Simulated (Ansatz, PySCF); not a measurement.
The pair A = SiH4 (SMILES [SiH4]) (first 5 atoms), B = SiH4 (SMILES [SiH4]); geometry from B3LYP-D3(BJ)/def2-TZVP.
(charge 0, multiplicity 1):
```xyz
10

Si    -0.162    -0.038    -0.101
H      0.146     0.305    -1.508
H     -0.482    -1.480    -0.001
H     -1.318     0.760     0.362
H      1.014     0.264     0.746
Si     0.162     0.040     3.901
H      1.566    -0.401     3.749
H     -0.711    -0.791     3.041
H      0.040     1.459     3.498
H     -0.255    -0.111     5.314
```

Correlated levels freeze the cores. CBS(a, b) extrapolates the correlation energy as X⁻³ and adds the Hartree–Fock energy of set b. MP2 and its Hartree–Fock in aug-cc-pV(T+d)Z are density fitted.

Programs: Ansatz (a quantum-chemistry and plane-wave program); PySCF for the dispersion terms. Values without a source in brackets are computed.

The monomers are drawn apart, rigid, along the line of their centres of mass. Counterpoise-corrected interaction energies (kcal/mol):

```csv
level,R = 5.622 Å,R = 7.229 Å
PBE-D3(BJ)/def2-TZVPPD,-0.3134,-0.0518
wB97M-V/def2-TZVPPD,-0.2223,-0.0420
"MP2/CBS(aug-cc-pV(D+d)Z, aug-cc-pV(T+d)Z) + ΔCCSD(T)/aug-cc-pV(D+d)Z",-0.2153,-0.0408
```

### Question
R is the distance of the centres of mass. Find the local exponent m of E ∝ R⁻ᵐ between the two points.

### Answer

m = ln(E₁/E₂)/ln(R₂/R₁): PBE-D3(BJ)/def2-TZVPPD 7.2; wB97M-V/def2-TZVPPD 6.6; MP2/CBS(aug-cc-pV(D+d)Z, aug-cc-pV(T+d)Z) + ΔCCSD(T)/aug-cc-pV(D+d)Z 6.6. For scale, two fixed dipoles give m = 3, dipole and quadrupole 4, quadrupoles 5, and dispersion or dipole-induced dipole 6 at long range; at these distances several terms mix, and what is left of overlap and damping shifts m, so it need not match one of them.
